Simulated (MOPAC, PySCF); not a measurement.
C$_{3}$H$_{4}$O$_{2}$, SMILES `OC#CCO` (C–C–O–H torsion 48°), neutral singlet in the gas phase. 

Cartesian coordinates (Å):
```xyz
9

O      2.6849    -0.2979    -0.6115
C      1.3938    -0.2746    -0.3973
C      0.2018    -0.2193    -0.2684
C     -1.2438    -0.1077    -0.1044
O     -1.6468     0.9344     0.7833
H      3.1384    -0.7673     0.1023
H     -1.6490    -1.0271     0.3215
H     -1.7068     0.0242    -1.0904
H     -1.1726     1.7353     0.5334
```
Charge 0, multiplicity 1.

All levels are single points at this geometry (B3LYP-D3(BJ)/def2-TZVP); Pople sets use spherical d functions. Orbital energies aren't observables, and empty levels follow the basis.

BP86/6-31G* in PySCF gives HOMO (eV) = -5.54.

Estimate the HOMO (eV) from each of these levels: B3LYP-D3(BJ)/def2-TZVP in PySCF; PBE-D3(BJ)/def2-TZVP in PySCF; B3LYP/3-21G in PySCF; B3LYP/6-311+G** in PySCF; B3LYP/6-31G* in PySCF; SVWN5/6-31G* in PySCF; HF/3-21G in PySCF; HF/6-31G* in PySCF; HF/STO-3G in PySCF; AM1 in MOPAC; PM3 in MOPAC; PM6 in MOPAC.


```csv
level,HOMO (eV)
B3LYP-D3(BJ)/def2-TZVP in PySCF,-7.01
PBE-D3(BJ)/def2-TZVP in PySCF,-5.89
B3LYP/3-21G in PySCF,-6.50
B3LYP/6-311+G** in PySCF,-7.11
B3LYP/6-31G* in PySCF,-6.58
SVWN5/6-31G* in PySCF,-5.55
HF/3-21G in PySCF,-10.16
HF/6-31G* in PySCF,-10.04
HF/STO-3G in PySCF,-7.88
AM1 in MOPAC,-10.36
PM3 in MOPAC,-10.37
PM6 in MOPAC,-10.34
```
